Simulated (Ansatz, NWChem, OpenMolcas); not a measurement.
**Abstraction of Cl: GeH3Cl + SiCl3 → GeH3 + SiCl4**

Species: GeH3Cl (chlorogermane) `[Cl][GeH3]`, singlet; SiCl3 `Cl[Si](Cl)Cl`, doublet; GeH3 `[GeH3]`, doublet; SiCl4 (silicon tetrachloride) `Cl[Si](Cl)(Cl)Cl`, singlet. A radical takes Cl: the energy is the difference in strength between the Ge–Cl bond broken and the Si–Cl bond made.

Shapes, held fixed at every level: PBE0-D4/def2-TZVP. Programs: Ansatz 0.2.0, NWChem 7.3.0, OpenMolcas 26.06. A level may come from different programs for different species; with the same settings they agree closely. The zero-point and thermal change to 298 K, harmonic and unscaled (PBE0-D4/def2-TZVP), is -3.6 kJ/mol.

```
               level                   kind  ΔH(298 K) (kJ/mol)  less CCSD(T)/def2-TZVPP
         HF/def2-SVP           Hartree–Fock               -42.9                     +6.0
    SPW92/def2-TZVPP                    LDA               -42.8                     +6.1
r2SCAN-D4/def2-TZVPP               meta-GGA               -43.9                     +5.0
  PBE0-D4/def2-TZVPP          global hybrid               -44.6                     +4.3
    CCSD(T)/def2-SVP  coupled cluster or CI               -54.8                     -5.9
     CCSD/def2-TZVPP  coupled cluster or CI               -48.4                     +0.5
  CCSD(T)/def2-TZVPP  coupled cluster or CI               -48.9                      0.0
```

The highest level, CCSD(T)/def2-TZVPP, gives ΔH(298 K) = -48.9 kJ/mol; the levels span -54.8 to -42.8. The column of differences is taken from that level and isn't an error. No measured value is set beside it here. Open shells run unrestricted unless RO is named. Relativity is left out for Ge unless named. Correlated rows may include outer-core shells of Ge, which these sets cover unevenly.
